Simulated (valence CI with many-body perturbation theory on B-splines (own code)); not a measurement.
# Te38+: electric-dipole lines

Computed by valence CI with perturbative core correlation (CI+MBPT): four valence electrons over a frozen Dirac-Fock core [Ne], radial functions for each j: 11 s, 11 p, 10 d, 8 f, 5 g, 2 h, with the one-electron correlation potential Σ1 (screened to all orders), the two-electron term Σ2, the three-electron term Σ3, Breit, model QED; selected single and double excitations, second order for the rest, scaled by the run's own slope (own B-spline code, finite nucleus).

No measured spectrum was set against this ion. As an estimate, large intervals hold to a few tenths of a per cent, small ones and those within an open d or f shell to about a per cent. Among the levels kept, up to 690 cm⁻¹ of a level comes from second order outside the variational space, and about a tenth of that is noise between levels of different J, which matters for small intervals.

Lines 201 to 250 of 562 in falling wavelength, among levels below 44.347 Ry, chosen from the strongest by gf and those to the six lowest levels. Wavelengths and rates use the calculated energies. Electric multipoles are in the length gauge, E1 and E2 with the static RPA response of the core. Weak lines are less certain than strong ones. Lines between different terms over intervals too small for the method are left out, as are lines whose strength nearly cancels. Where a level lies close to another of its J and parity, the split of strength between their lines is uncertain. The highest levels of a list are the least certain.

Levels are named by their leading jj configuration (3d3/2^4 stands for four electrons in 3d with j = 3/2), which in mixed levels can hold well under half, so a name can repeat and another be missing. Letters in brackets count levels of one name in rising energy.

```csv
λ vac (nm),Upper,Lower,A (s⁻¹),S (a.u.) with core polarisation,S without
7.165,(3s 3p3/2^2 3d5/2) J=2 [a],(3s^2 3p3/2 3d5/2) J=1,1.12e+11,1.02e-01,1.04e-01
7.154,(3p1/2 3p3/2^2 3d5/2) J=3 [c],(3s 3p1/2 3p3/2 3d5/2) J=3 [d],1.01e+11,1.28e-01,1.31e-01
7.151,(3s 3p1/2 3d3/2 3d5/2) J=2 [c],(3s 3p1/2 3p3/2 3d3/2) J=2 [c],2.08e+10,1.88e-02,1.91e-02
7.150,(3p1/2 3p3/2^2 3d5/2) J=5,(3s 3p1/2 3p3/2 3d5/2) J=4 [b],1.54e+10,3.06e-02,3.11e-02
7.148,(3s^2 3p1/2 3d5/2) J=2,(3s^2 3p1/2 3p3/2) J=1,1.29e+11,1.16e-01,1.19e-01
7.144,(3p1/2 3p3/2^2 3d5/2) J=4 [b],(3s 3p1/2 3p3/2 3d5/2) J=4 [b],3.02e+10,4.89e-02,4.98e-02
7.132,(3s 3p1/2 3d5/2^2) J=4 [b],(3s 3p1/2 3p3/2 3d5/2) J=4 [c],7.91e+10,1.27e-01,1.30e-01
7.123,(3p1/2 3p3/2^2 3d3/2) J=2 [a],(3s 3p1/2 3p3/2 3d3/2) J=2 [c],7.74e+10,6.90e-02,7.04e-02
7.116,(3s 3p1/2 3d5/2^2) J=3 [a],(3s 3p1/2 3p3/2 3d5/2) J=3 [a],4.66e+10,5.80e-02,5.91e-02
7.111,(3s 3p1/2 3d5/2^2) J=1 [b],(3s 3p1/2 3p3/2 3d5/2) J=2 [b],1.49e+11,7.95e-02,8.10e-02
7.103,(3p1/2 3p3/2^2 3d3/2) J=2 [b],(3s 3p1/2 3p3/2 3d5/2) J=2 [a],2.80e+10,2.47e-02,2.52e-02
7.100,(3p1/2 3p3/2^2 3d5/2) J=1 [a],(3s 3p1/2 3p3/2 3d5/2) J=2 [a],1.12e+11,5.94e-02,6.06e-02
7.100,(3s^2 3d5/2^2) J=2,(3s^2 3p3/2 3d5/2) J=2,1.10e+11,9.69e-02,9.87e-02
7.095,(3s 3p1/2 3p3/2 3d3/2) J=0 [b],(3s^2 3p1/2 3d3/2) J=1,9.40e+10,1.66e-02,1.69e-02
7.094,(3p1/2 3p3/2^2 3d5/2) J=4 [a],(3s 3p1/2 3p3/2 3d5/2) J=5,2.74e+10,4.34e-02,4.43e-02
7.092,(3s 3p1/2 3d5/2^2) J=4 [a],(3s 3p1/2 3p3/2 3d5/2) J=4 [a],2.85e+10,4.52e-02,4.60e-02
7.088,(3s 3p3/2^2 3d5/2) J=2 [b],(3s 3p3/2^3) J=2,3.06e+11,2.69e-01,2.74e-01
7.087,(3p1/2 3p3/2^2 3d5/2) J=2 [c],(3s 3p1/2 3p3/2 3d5/2) J=2 [c],8.33e+10,7.31e-02,7.46e-02
7.087,(3s^2 3d3/2 3d5/2) J=4,(3s^2 3p3/2 3d3/2) J=3,2.48e+11,3.91e-01,3.99e-01
7.079,(3p1/2^2 3p3/2 3d5/2) J=2,(3s 3p1/2^2 3d5/2) J=2,6.06e+10,5.30e-02,5.41e-02
7.076,(3s 3p1/2 3p3/2^2) J=0,(3s^2 3p1/2 3p3/2) J=1,6.43e+10,1.12e-02,1.15e-02
7.072,(3s 3p1/2 3p3/2 3d5/2) J=4 [b],(3s 3p1/2 3p3/2^2) J=3,3.93e+10,6.17e-02,6.29e-02
7.069,(3s 3p3/2^2 3d5/2) J=1 [a],(3s^2 3p3/2 3d3/2) J=0,3.61e+10,1.89e-02,1.93e-02
7.069,(3s 3p1/2 3d5/2^2) J=3 [b],(3s 3p1/2 3p3/2 3d3/2) J=2 [f],5.05e+10,6.16e-02,6.29e-02
7.066,(3p1/2 3p3/2^2 3d3/2) J=3 [b],(3s 3p1/2 3p3/2 3d5/2) J=3 [b],4.33e+10,5.27e-02,5.38e-02
7.062,(3s 3p1/2 3p3/2 3d5/2) J=2 [c],(3s 3p1/2 3p3/2^2) J=1 [a],2.44e+10,2.12e-02,2.16e-02
7.061,(3s 3p1/2 3d3/2 3d5/2) J=2 [d],(3s 3p1/2 3p3/2 3d3/2) J=3 [b],2.17e+10,1.88e-02,1.92e-02
7.060,(3s 3p1/2 3d5/2^2) J=1 [b],(3s 3p1/2 3p3/2 3d5/2) J=1 [c],6.28e+10,3.27e-02,3.34e-02
7.054,(3p1/2 3p3/2^2 3d5/2) J=2 [a],(3s 3p1/2 3p3/2 3d5/2) J=3 [c],7.26e+10,6.29e-02,6.42e-02
7.047,(3s 3p1/2 3d3/2 3d5/2) J=2 [b],(3s 3p1/2 3p3/2 3d3/2) J=2 [b],4.31e+10,3.72e-02,3.79e-02
7.046,(3s 3p1/2^2 3p3/2) J=1,(3s^2 3p1/2^2) J=0,6.49e+10,3.36e-02,3.43e-02
7.043,(3s 3p1/2 3d3/2 3d5/2) J=1 [a],(3s 3p1/2 3p3/2 3d3/2) J=1 [a],3.64e+10,1.88e-02,1.92e-02
7.042,(3p1/2 3p3/2^2 3d3/2) J=1 [c],(3s 3p1/2 3p3/2 3d3/2) J=1 [d],1.22e+11,6.33e-02,6.45e-02
7.033,(3p1/2 3p3/2^2 3d5/2) J=1 [b],(3s 3p1/2 3p3/2 3d5/2) J=2 [c],1.55e+11,8.00e-02,8.16e-02
7.032,(3s 3p1/2 3p3/2 3d3/2) J=2 [d],(3s^2 3p1/2 3d3/2) J=2,2.41e+10,2.07e-02,2.11e-02
7.019,(3s 3p1/2 3d3/2 3d5/2) J=4 [b],(3s 3p1/2 3p3/2 3d3/2) J=3 [a],2.03e+10,3.11e-02,3.17e-02
7.018,(3p1/2 3p3/2^3) J=1,(3s 3p1/2 3p3/2^2) J=1 [b],1.75e+11,8.95e-02,9.13e-02
7.018,(3s^2 3d3/2 3d5/2) J=4,(3s^2 3p3/2 3d5/2) J=4,2.67e+10,4.10e-02,4.19e-02
7.017,(3s 3p1/2 3p3/2^2) J=1 [a],(3s^2 3p1/2 3p3/2) J=2,8.47e+09,4.33e-03,4.42e-03
7.011,(3p1/2 3p3/2^2 3d3/2) J=0 [a],(3s 3p1/2 3p3/2 3d3/2) J=1 [a],9.64e+10,1.64e-02,1.67e-02
7.011,(3s 3p1/2 3d3/2 3d5/2) J=2 [b],(3s 3p1/2 3p3/2 3d3/2) J=3 [a],5.76e+10,4.90e-02,5.00e-02
7.010,(3p1/2 3p3/2^3) J=2,(3s 3p1/2 3p3/2^2) J=2 [b],2.07e+11,1.76e-01,1.79e-01
7.005,(3s 3p3/2^2 3d5/2) J=3 [a],(3s^2 3p3/2 3d3/2) J=2,3.03e+10,3.60e-02,3.67e-02
6.997,(3s 3p1/2 3p3/2 3d5/2) J=3 [b],(3s 3p1/2 3p3/2^2) J=3,3.96e+10,4.69e-02,4.78e-02
6.993,(3s 3p1/2 3d3/2 3d5/2) J=3 [b],(3s 3p1/2 3p3/2 3d3/2) J=3 [a],5.96e+10,7.04e-02,7.18e-02
6.984,(3s^2 3p3/2 3d5/2) J=3,(3s^2 3p3/2^2) J=2,2.21e+11,2.60e-01,2.65e-01
6.974,(3s 3p1/2 3p3/2 3d5/2) J=1 [c],(3s^2 3p1/2 3d5/2) J=2,6.30e+10,3.17e-02,3.23e-02
6.972,(3s 3p1/2 3d5/2^2) J=3 [b],(3s 3p1/2 3p3/2 3d5/2) J=3 [c],3.14e+10,3.68e-02,3.75e-02
6.969,(3p1/2 3p3/2^2 3d3/2) J=3 [a],(3s 3p1/2 3p3/2 3d3/2) J=2 [c],4.77e+10,5.58e-02,5.69e-02
6.964,(3p1/2^2 3p3/2 3d5/2) J=4,(3s 3p1/2^2 3d5/2) J=3,5.85e+10,8.77e-02,8.95e-02
```
